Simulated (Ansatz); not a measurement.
A nudged elastic band was laid between two geometries of ClHOZn + H (5 atoms, charge 0, multiplicity 2).

These are results of Ansatz, UKS PBE0-D4/def2-SVP, not measurements.

```yaml
movable_images: 7
climbing_image: yes
spring: 5.0 eV/Å²
optimiser: quadratic models (default)
start_path: through a guess of the saddle point
force_threshold: 0.03 eV/Å
iteration_limit: 60
end_points: relaxed
```

Initial state:

```xyz
5
Properties=species:S:1:pos:R:3
Zn 0.026 -0.095 -0.166
Cl 0.008 -0.030 1.932
O 0.008 -0.028 -1.931
H 0.236 -0.851 -2.374
H -0.024 0.087 5.272
```

Final state:

```xyz
5
Properties=species:S:1:pos:R:3
Zn -0.831 1.105 0.296
Cl -0.703 0.324 2.390
O 0.684 -0.432 -0.130
H 0.448 -1.221 -0.635
H 0.656 -0.694 0.812
```

**Question.** What changes between the two ends?

**Answer.** Bonds formed: O3–H5. ClHOZn + H becomes ClH2OZn.

**Question.** What energy profile does the band end with?

**Answer.** The run converged. The highest image is number 3 of 0 to 8, 0.45 eV above the first end and 2.25 eV above the last; the last end lies 1.80 eV below the first. A vibrational analysis at the climbing image gives one clearly imaginary mode, 704i cm⁻¹: a first-order saddle point.

```csv
image,path coordinate (Å),energy (eV),O3–H5 (Å)
0,0.00,0.00,7.20
1,0.92,0.00,7.09
2,1.84,0.02,6.47
3,2.76,0.45,5.62
4,3.94,0.00,5.59
5,5.12,-0.08,4.31
6,6.30,-0.24,2.94
7,7.48,-0.63,1.67
8,8.66,-1.80,0.98
```

**Question.** What is the geometry of the highest image?

**Answer.** 
```xyz
5
Properties=species:S:1:pos:R:3:forces:R:3
Zn 0.068 -0.202 0.131 0.00 0.00 0.01
Cl -0.021 -0.086 2.406 0.00 0.00 0.00
O 0.097 -0.005 -1.646 0.00 0.00 -0.01
H 0.220 -0.829 -2.129 0.00 0.00 0.00
H -0.109 0.205 3.971 0.00 0.00 0.00
```

**Question.** What are the harmonic wavenumbers there?

**Answer.** 704i, 53, 74, 237, 244, 494, 656, 730, 3896 cm⁻¹.

The band took 23 iterations and of the order of 11 core-minutes.

Run time: 5.8 min on 2 threads of Arm Neoverse V2, on a shared host, peak memory 0.2 GiB.
